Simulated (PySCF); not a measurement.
AlH₄, charge -1.

```xyz
5

Al     0.0000     0.0000     0.0000
H      0.9506     0.9506     0.9506
H     -0.9506     0.9506    -0.9506
H     -0.9506    -0.9506     0.9506
H      0.9506    -0.9506    -0.9506
```
Charge -1, spin multiplicity 1.

Geometry: PBE0-D3(BJ)/def2-TZVPD. The isomer is the one that the SMILES or the coordinates give; other isomers of the formula were not compared.

Calculation: PBE0/pcSseg-2 (PySCF). Non-relativistic, no solvent.

Computed absolute GIAO shielding of each atom: isotropic value and principal components (ppm):
```json
[
 {"atom": "Al1", "σ(iso)": "485.3", "σ11": "485.3", "σ22": "485.3", "σ33": "485.3", "span": "0.0"},
 {"atom": "H2", "σ(iso)": "28.1", "σ11": "26.5", "σ22": "26.5", "σ33": "31.3", "span": "4.8"},
 {"atom": "H3", "σ(iso)": "28.1", "σ11": "26.5", "σ22": "26.5", "σ33": "31.3", "span": "4.8"},
 {"atom": "H4", "σ(iso)": "28.1", "σ11": "26.5", "σ22": "26.5", "σ33": "31.3", "span": "4.8"},
 {"atom": "H5", "σ(iso)": "28.1", "σ11": "26.5", "σ22": "26.5", "σ33": "31.3", "span": "4.8"}
]
```
